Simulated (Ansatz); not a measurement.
Two isomers of C2H6AlF: A = `[CH3][Al]([CH3])[F]`, B = `[CH3][AlH][CH2]F`.

Gas-phase electronic energies from Ansatz, PBE0-D4/def2-TZVP geometries. CCSD(T)/CBS is the MP2 limit (def2-TZVPP, def2-QZVPP) plus CCSD(T) − MP2 in def2-TZVPP, frozen cores. Functionals use def2-TZVPP. B3LYP here is the variant with VWN-RPA as its local correlation; programs differ in this. One conformer a species, not always the lowest.

Question: Which isomer does CCSD(T)/CBS put lower? Give the gap. (Estimate.)

Answer: The calculation gave: A, by 322.7 kJ/mol.

Question: Give E(B) − E(A) in kJ/mol with BLYP-D4, B3LYP, CCSD/def2-TZVPP, B2PLYP, ωB97M-V, PBE-D4, CCSD(T)/def2-SVP. (An estimate is asked.)

Answer: Ansatz gave: BLYP-D4 306.1, B3LYP 310.9, CCSD/def2-TZVPP 319.4, B2PLYP 319.5, ωB97M-V 313.8, PBE-D4 304.1, CCSD(T)/def2-SVP 312.7. None reverses the order clearly.

Question: Does the order hold for the free energy at 298.15 K (harmonic terms from PBE0-D4)? (Estimate.)

Answer: Ansatz gave: Yes: G(B) − G(A) = +319.9 kJ/mol, for one conformer each. Modes under 60 cm⁻¹, often nearly free rotors, make the harmonic entropy too high.

Largest T1 diagnostic: 0.011.

At CCSD(T), def2-SVP lies −10.0 kJ/mol from the extrapolated value and def2-TZVPP −3.2 kJ/mol. From BLYP to BHLYP (50 % exact exchange), in def2-TZVPP and without D4, E(B) − E(A) moves by +10.1 kJ/mol.
